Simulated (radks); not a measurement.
Charge is removed step by step from the 1s up level of neutral hydrogen, starting from 1s(up 1, down 0). All-electron calculation, non-relativistic Kohn-Sham, r2SCAN, spin-polarised, spherical densities, point nucleus; meta-GGA in the generalised Kohn-Sham scheme. Program: a radial shooting solver on a logarithmic mesh with Libxc functionals.

| removed (e) | E - E(0) (eV) | eigenvalue (eV) |
|---|---|---|
| 0 | 0.000 | -8.026 |
| 0.125 | 1.096 | -9.510 |
| 0.25 | 2.379 | -11.025 |
| 0.375 | 3.852 | -12.545 |
| 0.5 | 5.514 | -14.035 |
| 0.625 | 7.357 | -15.436 |
| 0.75 | 9.365 | -16.637 |
| 0.875 | 11.497 | -17.344 |

The mean slope of the eigenvalue, de/dn, is 10.6 eV per electron.
